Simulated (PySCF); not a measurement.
# Correlation energy of Ne+ (neon, charge +1)

Starting occupation: [He] 2s2 2p4 3s1, 2p1/2 with m_j = +1/2, 2p3/2 with m_j = -1/2, +1/2, +3/2, 3s1/2 with m_j = +1/2. All numbers are calculated (PySCF 2.14, X2C-1e with screened-nucleus spin-orbit coupling, Gaussian nucleus, in x2c-SVPall-2c with one added diffuse shell of s type (4s2p1d, 15 functions)). Frozen: 1s2; 7 electrons correlated.

MP2 pair energies summed by pair of shells (mhartree):

```
 pair  energy  share (%)
2p-2p  -42.70       42.9
2p-2s  -42.17       42.4
2s-2s   -6.41        6.4
2p-3s   -5.18        5.2
2s-3s   -2.98        3.0
```

Total MP2 correlation energy: -99.43 mhartree.

The GHF reference relaxed away from the jj start to a determinant that is no pure jj level (⟨S²⟩ = 3.75, ⟨J²⟩ = 8.75); the energies belong to that determinant.
